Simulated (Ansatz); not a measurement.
TiS2⁺, relaxed as a doublet with UKS PBE0-D4/def2-TZVP in Ansatz, starting from the GFN2-xTB geometry. Force threshold 0.02 eV/Å.

The charge 1 doublet is spin-contaminated (final ⟨S²⟩ up to 0.83, 0.75 for a pure state). The relaxation made no stability test and no search for a lower SCF solution. No other spin state of charge 1 was run. Another isomer (doublet) lies 0.66 eV lower at PBE0-D4/def2-TZVP; other spin states weren't run for this one.

Start:

Cartesian coordinates in Å:
```
Ti 0.4096 1.5197 0.0269
S -1.5612 -0.1801 1.1720
S 1.1516 -1.3396 -1.1989
```

```csv
step,energy (eV),largest force component (eV/Å),SCF passes
1,-44762.0336,2.154,142
2,-44763.1368,2.584,103
3,-44764.4989,2.536,48
4,-44765.5280,2.508,50
5,-44766.0690,2.257,40
6,-44766.2105,0.102,41
7,-44766.2109,0.029,32
8,-44766.2109,0.007,24
```

Force components are those of the run's own axes.

End:

```
atom   x (Å)   y (Å)   z (Å)
 Ti1   0.320   0.919  -0.040
  S2  -1.225  -0.049   0.941
  S3   0.905  -0.870  -0.901
```

By distances, no bond broke or formed. The bond that changes most is Ti1–S3, from 3.20 to 2.07 Å (atoms count from 1).

No frequencies were taken in this run, so the end may be a saddle point.

Run time 16 s (4 threads of Intel Xeon Platinum 8375C on a shared host).
